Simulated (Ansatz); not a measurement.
`CC(=O)SCCCCc1c(F)c(F)c(F)c(F)c1F`, 30 atoms. Hardware: 2 threads of AMD EPYC 7R13 on a shared host and a share (18 GiB) of an NVIDIA H100 80GB HBM3.

Correlated methods freeze 23 core orbitals. Single mean-field runs in def2-TZVP are fitted with def2-universal-jkfit.

Q: How many basis functions does each of these Ansatz runs have, and roughly what does it cost? PBE0-D4/def2-TZVP, charge 0 singlet, energy and forces, from earlier orbitals; PBE0-D4/def2-TZVP, charge 0 triplet at the geometry of the charge 0 singlet, energy; LC-ωPBE (ω = 0.10 bohr⁻¹)/def2-SVP, charge -1 doublet at the geometry of the charge 0 singlet, energy, from earlier orbitals; RPA@PBE/def2-SVP, charge 0 singlet, energy, from earlier orbitals; LC-ωPBE (ω = 0.20 bohr⁻¹)/def2-SVP, charge -1 doublet at the geometry of the charge 0 singlet, energy, from earlier orbitals; r2SCANh-D4/def2-TZVP, charge 0 singlet, energy, from earlier orbitals; LC-ωPBE (ω = 0.15 bohr⁻¹)/def2-SVP, charge 0 singlet, energy, from earlier orbitals; LC-ωPBE (ω = 0.10 bohr⁻¹)/def2-SVP, charge 0 singlet, energy, from earlier orbitals; LC-ωPBE (ω = 0.15 bohr⁻¹)/def2-SVP, charge 1 doublet at the geometry of the charge 0 singlet, energy, from earlier orbitals; B3LYP-D4/def2-TZVP, charge 0 singlet, energy, from earlier orbitals; PBE-D4/def2-TZVP, charge 0 triplet at the geometry of the charge 0 singlet, energy, from earlier orbitals; LC-ωPBE (ω = 0.20 bohr⁻¹)/def2-SVP, charge 0 singlet, energy, from earlier orbitals.

A: Other jobs shared the machine, so times can vary by a factor of up to 3.

```tsv
run	functions	fitting or Cholesky vectors	wall time	peak host memory (GiB)
LC-ωPBE (ω = 0.15 bohr⁻¹)/def2-SVP, charge 0 singlet, energy, from earlier orbitals	325	3622	4.1 s	1
LC-ωPBE (ω = 0.10 bohr⁻¹)/def2-SVP, charge 0 singlet, energy, from earlier orbitals	325	3622	4.6 s	1
r2SCANh-D4/def2-TZVP, charge 0 singlet, energy, from earlier orbitals	661	1688	5.5 s	1.1
LC-ωPBE (ω = 0.20 bohr⁻¹)/def2-SVP, charge 0 singlet, energy, from earlier orbitals	325	3622	5.5 s	0.98
RPA@PBE/def2-SVP, charge 0 singlet, energy, from earlier orbitals	325	3268	6.5 s	1.6
B3LYP-D4/def2-TZVP, charge 0 singlet, energy, from earlier orbitals	661	1688	7.5 s	1
PBE-D4/def2-TZVP, charge 0 triplet at the geometry of the charge 0 singlet, energy, from earlier orbitals	661	1688	8 s	1.2
PBE0-D4/def2-TZVP, charge 0 singlet, energy and forces, from earlier orbitals	661	1688	8 s	1.2
PBE0-D4/def2-TZVP, charge 0 triplet at the geometry of the charge 0 singlet, energy	661	1688	10 s	1.2
LC-ωPBE (ω = 0.15 bohr⁻¹)/def2-SVP, charge 1 doublet at the geometry of the charge 0 singlet, energy, from earlier orbitals	325	3622	15 s	1.1
LC-ωPBE (ω = 0.20 bohr⁻¹)/def2-SVP, charge -1 doublet at the geometry of the charge 0 singlet, energy, from earlier orbitals	325	3622	17 s	1.1
LC-ωPBE (ω = 0.10 bohr⁻¹)/def2-SVP, charge -1 doublet at the geometry of the charge 0 singlet, energy, from earlier orbitals	325	3622	18 s	1.1
```
